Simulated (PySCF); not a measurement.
Computed shifts of a molecule C₂H₈O₂Si₂, PBE/pcSseg-1 run with PySCF, GIAO, gas phase, atoms alike by connectivity averaged where their shifts nearly agree, in ppm (number of nuclei): ¹³C: 148.2 (1), 143.8 (1). ²⁹Si: -7.7 (1), -30.3 (1). ¹H: 6.86 (1), 6.75 (1), 6.59 (1), 5.98 (1), 5.66 (1), 5.51 (1), 0.76 (1), 0.75 (1). References: ¹³C against TMS (σ = 182.0 ppm); ²⁹Si against TMS (σ = 335.4 ppm); ¹⁷O against H2O (σ = 334.3 ppm); ¹H against TMS (σ = 31.49 ppm), references at their B3LYP-D3(BJ)/def2-TZVP geometries, non-relativistic. Geometry: B3LYP-D3(BJ)/def2-SVP. Other conformers were not sampled.

Which structure fits?
A. O[SiH2]/C=C/O[SiH3]
B. O=C[SiH2]OC[SiH3]
C. CO[C@@H]1O[SiH2][SiH2]1
D. C=C[Si@H](O)[SiH2]O

D, C=C[Si@H](O)[SiH2]O
